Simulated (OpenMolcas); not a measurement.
# neutral phosphorus: effect of the active space

```
Program             : OpenMolcas
Method              : CASSCF
Basis               : ANO-RCC-MB
Scalar Hamiltonian  : DKH2, point nucleus
Spin-orbit coupling : RASSI with atomic mean-field integrals over the reference wave functions, term energies averaged over their components
```

A. 3 electrons in 3 orbitals (3p); 2S+1 = 4 odd, 1 root; 2S+1 = 2 odd, 8 roots; cost of the order of 2.6 core-seconds
B. 5 electrons in 4 orbitals (3s 3p); 2S+1 = 4 odd, 1 root; 2S+1 = 2 odd, 8 roots; cost about 8 core-seconds

Energies in eV above 3s2 3p3 4S* 3/2, the measured ground level; measured values from NIST Handbook of Basic Atomic Spectroscopic Data.

```tsv
Level	A	B	Measured
3s2 3p3 4S* 3/2	0.0000	0.0000	0.0000
3s2 3p3 2D* 3/2	1.9468	1.9461	1.4086
3s2 3p3 2D* 5/2	1.9476	1.9477	1.4105
3s2 3p3 2P* 1/2	3.2456	2.6238	2.3213
3s2 3p3 2P* 3/2	3.2467	2.6245	2.3245
```

Deviations, from unrounded energies. A percentage is the sum of absolute deviations over the sum of measured energies, with the sign that they share, or ± where signs differ.

```tsv
Against measurement	Levels	A	B
mean absolute deviation (cm-1)	4	5900	3400
other terms of the ground configuration (%)	4	+39.1	+22.5
```

B lies closest to measurement on these levels. The largest miss of B in the table is 3s2 3p3 2D* 3/2, by +4300 cm-1. The ranking rests on the paired levels alone, and a cruder setting can come out closer through cancelling errors.

Between A and B the level of the table that moves most is 3s2 3p3 2P* 3/2, by 5000 cm-1 (lowest in B, highest in A).

Without dynamic correlation excited terms often stand tens of per cent too high (terms of higher spin than the ground term too low), and those without a measured partner can miss by more than the paired ones. With the s shell closed, the reference lacks s² → p² mixing (holds for A). No level of 3s 3p4 was computed, though it lies in the active space (holds for B). Measured partners are found by configuration, term and J. A level has none where our copy of the source lacks it or the pairing is in doubt (some pairs that miss far off the trend of their configuration count as doubtful), and it then counts in no deviation. Levels of configurations outside the active space are missing.

* marks odd parity.
